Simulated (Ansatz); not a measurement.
`CS[SiH](F)F` → `F[Si]F` + CH₃SH  (silylene formation by 1,1-elimination)

Program: Ansatz. Geometries: PBE0-D4/def2-TZVP. ΔE: electronic, gas phase. CCSD(T)/CBS adds triple-zeta CCSD(T) − MP2 to the extrapolated MP2 energy (def2 sets, frozen cores). This one scheme is used for every species. DFT in def2-TZVPP. B3LYP here is the variant with VWN-RPA as its local correlation; programs differ in this. One conformer a species, not always the lowest.

**Question.** Is it downhill or uphill in electronic energy at CCSD(T)/CBS, and by how much? (Estimate.)

**Answer.** The calculation gave: Uphill: ΔE = +208.2 kJ/mol.

**Question.** What do these levels give: B3LYP-D4, B3LYP, r2SCANh, MP2/def2-SVP, HF/def2-TZVPP, HF/CBS(def2)? (An estimate is asked.)

**Answer.** The calculation gave: B3LYP-D4 197.6, B3LYP 181.2, r2SCANh 225.5, MP2/def2-SVP 207.3, HF/def2-TZVPP 202.7, HF/CBS(def2) 201.3 kJ/mol.

Largest T1 diagnostic among the species: 0.015.

From PBE to PBE0 (25 % exact exchange), in def2-TZVPP and without D4, ΔE moves by +17.8 kJ/mol. At CCSD(T), def2-SVP lies −20.1 kJ/mol from the extrapolated value and def2-TZVPP −6.9 kJ/mol.
